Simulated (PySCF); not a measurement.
# Correlation energy of Be (beryllium, neutral)

[He] 2s1 2p1, high-spin 3P determinant (an excited configuration). All numbers are calculated (PySCF 2.14, scalar relativity by spin-free X2C-1e, in x2c-QZVPPall). Frozen: nothing; 4 electrons correlated.

```csv
level,correlation energy (mhartree)
CCSD,-28.18
(T),-0.05
CCSD(T),-28.23
CCSDT,-28.25
```

Diagnostics: T1 = 0.0033, D1 = 0.0080, largest double amplitude 0.040.

Cost of the coupled-cluster step: roughly 1.3 core-seconds, for 4 correlated electrons.

Iterations:

```
CC2 = 0
CCSD nocc = (np.int64(3), np.int64(1)), nmo = (36, 36)
frozen orbitals [[], []]
max_cycle = 100
direct = 0
conv_tol = 1e-08
conv_tol_normt = 1e-06
diis_space = 8
diis_start_cycle = 0
Init t2, MP2 energy = -0.0237943178695183
Init E_corr(UCCSD) = -0.0237943178703972
cycle = 1  E_corr(UCCSD) = -0.0268953609104867  dE = -0.00310104304  norm(t1,t2) = 0.0212088
cycle = 2  E_corr(UCCSD) = -0.0276393731857938  dE = -0.000744012275  norm(t1,t2) = 0.0107573
cycle = 3  E_corr(UCCSD) = -0.0282176771869399  dE = -0.000578304001  norm(t1,t2) = 0.00582325
cycle = 4  E_corr(UCCSD) = -0.0281720196478402  dE = 4.56575391e-05  norm(t1,t2) = 0.000782142
cycle = 5  E_corr(UCCSD) = -0.0281861938760921  dE = -1.41742283e-05  norm(t1,t2) = 0.000121247
cycle = 6  E_corr(UCCSD) = -0.0281845769122127  dE = 1.61696388e-06  norm(t1,t2) = 1.7804e-05
cycle = 7  E_corr(UCCSD) = -0.0281847961690465  dE = -2.19256834e-07  norm(t1,t2) = 3.58961e-06
cycle = 8  E_corr(UCCSD) = -0.0281848248444031  dE = -2.86753566e-08  norm(t1,t2) = 5.61385e-07
cycle = 9  E_corr(UCCSD) = -0.0281848199132828  dE = 4.93112032e-09  norm(t1,t2) = 1.22169e-07
UCCSD converged
E(UCCSD) = -14.54425424554377  E_corr = -0.02818481991328275
UCCSD(T) correction = -5.38570890270242e-05
```

The basis was made for the ground configuration and has no added diffuse functions, which can raise the energy of the promoted electron.

This basis was not built for core-valence correlation, so the inner-shell part is incomplete.
